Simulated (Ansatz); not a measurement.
C2H4Si, SMILES `C=C[SiH]` (lower singlet; C–C–Si–H torsion 180°) (charge 0, multiplicity 1). This singlet lies 1.00 eV below the relaxed triplet at the level B3LYP/cc-pVTZ // PBE0-D3(BJ)/def2-TZVP (Ansatz, a first-principles code).

Cartesian coordinates (Å):
```xyz
7

C     -1.0965    -0.0917     0.3428
C      0.0593     0.2137    -0.2621
Si     1.6053    -0.6216     0.3844
H     -1.1214    -0.7957     1.1728
H     -2.0534     0.3339     0.0478
H      0.0324     0.9234    -1.0869
H      2.5742     0.0379    -0.5988
```
Charge 0, spin multiplicity 1.

The restricted HF start is unstable towards unrestricted orbitals.

### Question
Give the natural occupations of the active orbitals, the CASSCF energy and the corrected energy for frozen-core fic-MRCISD+Q@CASSCF(6e,6o)/cc-pVTZ // PBE0-D3(BJ)/def2-TZVP (Ansatz).

### Answer

```yaml
natural_occupations: 1.98, 1.98, 1.94, 0.06, 0.02, 0.02
CASSCF energy: -367.0206 Ha
corrected_energy: -367.4251 Ha
weight_of_the_reference: 0.881
```
